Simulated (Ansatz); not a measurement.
Reaction (silylene formation by 1,1-elimination): `C[SiH2]C[S][AlH2]` → `C[S][AlH2]` + `C[SiH]`

Calculated with Ansatz (gas phase, PBE0-D4/def2-TZVP geometries, no zero-point term in ΔE). CCSD(T)/CBS is the MP2 limit (def2-TZVPP, def2-QZVPP) plus CCSD(T) − MP2 in def2-TZVPP, frozen cores. This one scheme is used for every species. DFT in def2-TZVPP. B3LYP here is the variant with VWN-RPA as its local correlation; programs differ in this. One conformer a species, not always the lowest.

(1) Is it downhill or uphill in electronic energy at CCSD(T)/CBS, and by how much? (Best estimate.)

(2) What do these levels give: PBE-D4, ωB97M-V, B2PLYP, PBE, r2SCAN, B3LYP, HF/def2-TZVPP, MP2/def2-TZVPP, SCS-MP2/def2-TZVPP, CCSD(T)/def2-TZVPP, HF/CBS(def2), CCSD/CBS(def2)? (Estimate.)

Largest T1 diagnostic among the species: 0.012.

## Answers

(1) Ansatz gave: Uphill: ΔE = +204.6 kJ/mol.

(2) The calculation gave: PBE-D4 203.9, ωB97M-V 201.3, B2PLYP 190.5, PBE 190.3, r2SCAN 216.1, B3LYP 171.6, HF/def2-TZVPP 167.7, MP2/def2-TZVPP 221.8, SCS-MP2/def2-TZVPP 205.3, CCSD(T)/def2-TZVPP 198.5, HF/CBS(def2) 168.3, CCSD/CBS(def2) 198.2 kJ/mol.

The D4 term adds +21.5 kJ/mol with B3LYP and +12.1 kJ/mol with PBE0; it sums over pairs of atoms, weighted by their polarisabilities, and B3LYP, whose exchange is more repulsive, gets the larger term. In def2-TZVPP, CCSD(T) changes the Hartree–Fock value by +30.8 kJ/mol (the triples alone add +6.4 kJ/mol) and MP2 by +54.1 kJ/mol.
